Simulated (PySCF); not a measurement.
SnBr4, SMILES [Br][Sn]([Br])([Br])[Br].

Geometry optimised at B3LYP-D3(BJ)/def2-SVP. The isomer is the one that the SMILES or the coordinates give; other isomers of the formula were not compared. The def2 effective core potentials stand for the cores of Sn; spin–orbit coupling is left out.

Two levels are set side by side: TDDFT-PBE/def2-SVPD (PySCF) and TDDFT-PBE0/def2-SVPD (PySCF). Vertical, same geometry. The lowest singlet is HOMO→LUMO 100 % with PBE and HOMO→LUMO 99 % with the other functional; states are paired by order. Differences are taken from unrounded values.

```tsv
quantity	TDDFT-PBE0
lowest singlet excitation (eV)	3.75
lowest triplet excitation (TDA) (eV)	3.43
```

Q: What does TDDFT-PBE give, and how far is it from TDDFT-PBE0? (An estimate is asked for; the answer gives what the named calculation found.)

A: 
```
quantity                              TDDFT-PBE  TDDFT-PBE minus TDDFT-PBE0
------------------------------------  ---------  --------------------------
lowest singlet excitation (eV)             3.06                       -0.69
lowest triplet excitation (TDA) (eV)       2.81                       -0.62
```

A lower first singlet is the usual sign of a functional without exact exchange. Differences between two approximate levels are no errors against the true value.

Rough cost on one machine, each run with all the roots and properties that it gave: TDDFT-PBE0 against TDDFT-PBE about 4 times.
